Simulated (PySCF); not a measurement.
**Calculated NMR data**

Theoretical values (PySCF): σ from GIAO-PBE0/pcSseg-1, coordinates at the PBE0-D3(BJ)/def2-SVP level, J: B3LYP/pcJ-1 (spin–dipole term left out of most H,H and C,H couplings). No solvent, one averaged value for each set of equivalent atoms, one conformer, relativity neglected.

Chemical shifts δ = σref − σ; 1H (σref 31.27) and 13C (σref 184.41) vs TMS, all at this level. Multiplet labels drop J under 1 Hz and among equivalent protons, and merge close values. Unscaled 3J(H,H) run several per cent high. Where no couplings were computed, multiplicities follow the n + 1 count of equivalent neighbours, and m marks all less simple cases (inequivalent or close neighbours, rings, F or P nearby). One-bond C–F couplings are unscaled and too large by tens of Hz. Shifts are as computed. Against solution values, carbons near 30 ppm lie about +2 ppm off and those near 130 ppm about +5 ppm. Of 1313 compounds with measured shifts, 239 miss one by over three times the rms of a fit or turn the order of signals round; such compounds aren't used in these exercises.

Compound 1 (C5H7FO2). 1H NMR (500 MHz, computed): δ 4.73 (dq, J = 6.2, 1.1 Hz, 1H), 3.74 (s, 3H), 1.92 (d, J = 1.1 Hz, 3H). 13C{1H} NMR (computed): δ 177.6 (C, d, J = 23.0 Hz), 159.1 (C, d, J = 387.9 Hz), 95.1 (CH, d, J = 90.2 Hz), 54.2 (CH3), 19.1 (CH3). Structure: `C(=C(/OC)C)/C(=O)F`.

Compound 2 (C6H17AlS). 1H NMR (500 MHz, computed): δ 4.01 (br, 2H), 2.12 (s, 6H), 0.90 (s, 9H). 13C{1H} NMR (computed): δ 30.3 (CH3), 24.2 (CH3), 13.9 (C). Structure: SMILES C[S+](C)[AlH2-][C](C)(C)C.
